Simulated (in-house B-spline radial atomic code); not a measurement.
Inner levels of nickel as electrons are removed. A shift is the extra binding of the orbital against the neutral atom ([Ar] 3d8 4s2). Computed with an all-electron radial atomic-structure program (B-spline basis): non-relativistic Hartree-Fock, average of the configuration, point nuclei.

```json
{"ion": "Ni", "configuration": "[Ar] 3d8 4s2", "shift of 2p (eV)": "0", "shift of 3d (eV)": "0", "shift of 3p (eV)": "0", "radius of 2p (bohr)": "0.21626", "radius of 3d (bohr)": "0.96687", "radius of 3p (bohr)": "0.78522", "Σ<r²> (bohr²)": "37.784", "change of density at nucleus (bohr⁻³)": "-"}
{"ion": "Ni+", "configuration": "[Ar] 3d9", "shift of 2p (eV)": "1.4183", "shift of 3d (eV)": "1.9644", "shift of 3p (eV)": "2.3626", "radius of 2p (bohr)": "0.21625", "radius of 3d (bohr)": "1.0329", "radius of 3p (bohr)": "0.79265", "Σ<r²> (bohr²)": "19.09", "change of density at nucleus (bohr⁻³)": "-9.9684"}
{"ion": "Ni2+", "configuration": "[Ar] 3d8", "shift of 2p (eV)": "?", "shift of 3d (eV)": "?", "shift of 3p (eV)": "?", "radius of 2p (bohr)": "?", "radius of 3d (bohr)": "?", "radius of 3p (bohr)": "?", "Σ<r²> (bohr²)": "?", "change of density at nucleus (bohr⁻³)": "?"}
{"ion": "Ni3+", "configuration": "[Ar] 3d7", "shift of 2p (eV)": "40.791", "shift of 3d (eV)": "39.611", "shift of 3p (eV)": "39.152", "radius of 2p (bohr)": "0.21625", "radius of 3d (bohr)": "0.88164", "radius of 3p (bohr)": "0.77388", "Σ<r²> (bohr²)": "12.804", "change of density at nucleus (bohr⁻³)": "-5.9235"}
{"ion": "Ni4+", "configuration": "[Ar] 3d6", "shift of 2p (eV)": "?", "shift of 3d (eV)": "?", "shift of 3p (eV)": "?", "radius of 2p (bohr)": "?", "radius of 3d (bohr)": "?", "radius of 3p (bohr)": "?", "Σ<r²> (bohr²)": "?", "change of density at nucleus (bohr⁻³)": "?"}
{"ion": "Ni5+", "configuration": "[Ar] 3d5", "shift of 2p (eV)": "93.772", "shift of 3d (eV)": "87.184", "shift of 3p (eV)": "85.381", "radius of 2p (bohr)": "0.21613", "radius of 3d (bohr)": "0.78861", "radius of 3p (bohr)": "0.74807", "Σ<r²> (bohr²)": "9.4023", "change of density at nucleus (bohr⁻³)": "2.6074"}
{"ion": "Ni6+", "configuration": "[Ar] 3d4", "shift of 2p (eV)": "124.63", "shift of 3d (eV)": "114.08", "shift of 3p (eV)": "111.25", "radius of 2p (bohr)": "0.21602", "radius of 3d (bohr)": "0.75257", "radius of 3p (bohr)": "0.7342", "Σ<r²> (bohr²)": "8.1587", "change of density at nucleus (bohr⁻³)": "8.4228"}
{"ion": "Ni7+", "configuration": "[Ar] 3d3", "shift of 2p (eV)": "158.18", "shift of 3d (eV)": "142.89", "shift of 3p (eV)": "138.75", "radius of 2p (bohr)": "0.21586", "radius of 3d (bohr)": "0.72109", "radius of 3p (bohr)": "0.72019", "Σ<r²> (bohr²)": "7.1065", "change of density at nucleus (bohr⁻³)": "15.218"}
{"ion": "Ni8+", "configuration": "[Ar] 3d2", "shift of 2p (eV)": "194.33", "shift of 3d (eV)": "173.54", "shift of 3p (eV)": "167.78", "radius of 2p (bohr)": "0.21566", "radius of 3d (bohr)": "0.69314", "radius of 3p (bohr)": "0.70621", "Σ<r²> (bohr²)": "6.2006", "change of density at nucleus (bohr⁻³)": "22.966"}
```

**Question.** Fill in the row of Ni2+.

**Answer.** shift of 2p (eV): 19.173; shift of 3d (eV): 19.353; shift of 3p (eV): 19.325; radius of 2p (bohr): 0.21626; radius of 3d (bohr): 0.94582; radius of 3p (bohr): 0.78462; Σ<r²> (bohr²): 15.333; change of density at nucleus (bohr⁻³): -8.5322.

**Question.** Fill in the row of Ni4+.

**Answer.** shift of 2p (eV): 65.76; shift of 3d (eV): 62.307; shift of 3p (eV): 61.28; radius of 2p (bohr): 0.2162; radius of 3d (bohr): 0.83078; radius of 3p (bohr): 0.76145; Σ<r²> (bohr²): 10.909; change of density at nucleus (bohr⁻³): -2.191.
